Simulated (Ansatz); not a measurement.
CH₆AlISi. The species carries charge 0 and has multiplicity 1. I: def2 effective core potential. The bonds changed during the relaxation, so this is another structure than the one it started from. All single points use the PBE0-D4/def2-TZVP geometry.

```xyz
10

Al   -1.398   -0.175   -1.198
C     0.225   -0.599   -0.168
Si    0.768    0.391    1.315
I     1.300    0.139   -1.940
H    -2.029    1.262   -0.997
H    -2.045   -1.327   -2.070
H     0.498   -1.654   -0.118
H     2.228    0.271    1.577
H     0.023   -0.128    2.496
H     0.429    1.820    1.103
```

(1) What is the dipole moment at r2SCAN/def2-TZVPP? (Best estimate.)

(2) And with PBE, B3LYP, ωB97M-V? (Best estimate.)

(3) Give the Mulliken charges with r2SCAN, ωB97M-V, PBE in def2-TZVPP. (Best estimate.)

Answers

(1) The calculation gave: 1.14 D, with components (0.70, -0.74, 0.50) D in this frame, pointing from negative to positive charge.

(2) Ansatz gave: PBE 1.11 D, B3LYP 1.08 D, ωB97M-V 1.06 D.

(3) Computed: 
| atom | r2SCAN | ωB97M-V | PBE |
| --- | --- | --- | --- |
| Al1 | 0.47 | 0.37 | 0.33 |
| C2 | -0.32 | -0.44 | -0.27 |
| Si3 | 0.27 | 0.16 | 0.17 |
| I4 | -0.05 | 0.00 | -0.02 |
| H5 | -0.16 | -0.11 | -0.12 |
| H6 | -0.16 | -0.11 | -0.12 |
| H7 | 0.14 | 0.19 | 0.15 |
| H8 | -0.07 | -0.02 | -0.05 |
| H9 | -0.07 | -0.03 | -0.05 |
| H10 | -0.05 | -0.01 | -0.03 |

B3LYP here is the variant with VWN-RPA as its local correlation; programs differ in this.
